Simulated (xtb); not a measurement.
B3H5N3, SMILES [B]1NBNBN1 (connectivity only; charge and spin as stated), charge +1, multiplicity 1. All values are semi-empirical tight-binding results from xtb (GFN2-xTB unless named), good for trends rather than for accurate numbers. Coordinates come from a GFN2-xTB optimisation. The multiplicity is an assumed one; no other spin state was optimised. The isomer is the one that the SMILES or the coordinates give; other isomers of the formula were not compared.

Optimised geometry:

```xyz
11

B      0.0000     0.0000     1.2669
N      0.0000    -1.2552     0.8149
B      0.0000    -1.2589    -0.6576
N      0.0000     0.0000    -1.2919
B      0.0000     1.2589    -0.6576
N      0.0000     1.2552     0.8149
H      0.0000    -2.1376     1.3044
H      0.0000    -2.2783    -1.2141
H      0.0000     0.0000    -2.3047
H      0.0000     2.2783    -1.2141
H      0.0000     2.1376     1.3044
```
Charge +1, spin multiplicity 1.

```json
{
  "point_group_as_xtb_finds_it": "C2v",
  "orbital_gap": "3.71 eV",
  "zero_point_energy": "49.5 kcal/mol",
  "G − E(el) at 298.15 K (modified RRHO)": "32.3 kcal/mol",
  "static polarisability (D4 model)": "58.6 bohr³",
  "solvation energy, GFN2-xTB/ALPB(water)": "-54.6 kcal/mol",
  "solvation energy, GFN2-xTB/ALPB(methanol)": "-52.1 kcal/mol"
}
```

Task: Give the IR lines (harmonic; lines under 4 % of the strongest left out, lines within 3 cm⁻¹ merged). (The exact figures need the calculation; the answer reports its results.)

Result: ν (cm⁻¹): 461 (w), 645 (m), 723 (m), 834 (s), 1033 (m), 1052 (w), 1248 (vs), 1335 (m), 1774 (vs), 2730 (w), 3422 (w), 3448 (m), 3453 (w) (against the strongest line: vs over 80 %, s over 45 %, m over 15 %, w over 4 %, vw less)

Task: Give the atomic charges and the Wiberg bond orders between heavy atoms. (The exact figures need the calculation; the answer reports its results.)

Result: charges (e) B1 0.39, N2 -0.21, B3 0.28, N4 -0.24, B5 0.28, N6 -0.21, H7 0.25, H8 0.00, H9 0.23, H10 0.00, H11 0.25. Bond orders B1–N2 1.55, N2–B3 0.98, B3–N4 1.29, N4–B5 1.29, B1–N6 1.55, B5–N6 0.98.
